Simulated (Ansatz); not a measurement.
System: sum formula SiNH₄ (charge -1, singlet). It need not be the lowest isomer of its formula. Whether it binds its extra electron was not tested at this geometry. 
Structure (B3LYP-D3(BJ)/def2-TZVP (Ansatz, a program for electronic structure) minimum search):
```
Si
N 1 1.6576
H 2 1.0176 1 114.88
H 1 1.5100 2 110.38 3 180.00
H 1 1.5371 4 101.50 2 -129.61
H 1 1.5371 4 101.50 5 -100.79
```
Charge -1, spin multiplicity 1.

Basis-set convergence of Hartree-Fock and CCSD(T) correlation energies (hartree) with Ansatz. Correlated levels leave the core frozen unless marked. Spin-orbit coupling is left out. Non-relativistic.

```
basis            functions       E(HF)  E(corr, CCSD(T))
---------------  ---------  ----------  ----------------
aug-cc-pV(D+d)Z         91  -345.69885          -0.35794
aug-cc-pV(T+d)Z        193  -345.72729          -0.41807
aug-cc-pV(Q+d)Z        353  -345.73421          -0.43639
```

Extrapolating the two largest sets (X = 3 and 4) as X^-3: E(corr) = (64·(-0.43639) - 27·(-0.41807))/37 = -0.4498 Eh, an estimate of the basis-set limit. The largest set recovers 97.0 % of it, the smallest 79.6 %.
